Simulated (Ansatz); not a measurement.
`[NH2][AlH][NH2]` + `BO` → `B[O][AlH][NH2]` + NH₃  (ligand exchange at the Al–N bond)

Computed with Ansatz on PBE0-D4/def2-TZVP structures; ΔE is electronic, products minus reactants. CCSD(T)/CBS is the MP2 limit (def2-TZVPP, def2-QZVPP) plus CCSD(T) − MP2 in def2-TZVPP, frozen cores. This one scheme is used for every species. Functionals use def2-TZVPP. HSE06 is defined as in plane-wave codes. One conformer a species, not always the lowest.

```json
{"level": "HSE06-D4", "ΔE (kJ/mol)": "-47.1"}
{"level": "r2SCAN", "ΔE (kJ/mol)": "-50.1"}
{"level": "r2SCANh", "ΔE (kJ/mol)": "-50.5"}
{"level": "HSE06", "ΔE (kJ/mol)": "-46.5"}
{"level": "BHLYP", "ΔE (kJ/mol)": "-54.9"}
{"level": "CCSD(T)/def2-SVP", "ΔE (kJ/mol)": "-49.3"}
{"level": "CCSD/def2-TZVPP", "ΔE (kJ/mol)": "-51.1"}
{"level": "CCSD(T)/def2-TZVPP", "ΔE (kJ/mol)": "-49.8"}
```

(1) What does CCSD(T)/CBS give? (Best estimate.)

(2) What do rigid-rotor, harmonic-oscillator terms from PBE0-D4/def2-TZVP frequencies (298.15 K, 1 bar) make of the CCSD(T)/CBS value? (Best estimate.)

Largest T1 diagnostic among the species: 0.014.

Answers

(1) Ansatz gave: -49.8 kJ/mol. The listed levels differ from it by 2.7, -0.3, -0.7, 3.3, -5.1, 0.5, -1.3, 0.0 kJ/mol.

(2) The calculation gave: ΔZPE = -2.5 kJ/mol, ΔH = -49.4 kJ/mol, ΔS = 8 J/(mol·K), ΔG = -51.9 kJ/mol.

In def2-TZVPP, CCSD(T) changes the Hartree–Fock value by +9.8 kJ/mol (the triples alone add +1.4 kJ/mol) and MP2 by +9.5 kJ/mol. Leaving LDA and LC-ωPBE aside and taking each functional with its dispersion term where it has one, the values, not all of them listed here, spread over 11.3 kJ/mol, from BHLYP-D4 to revPBE-D4.
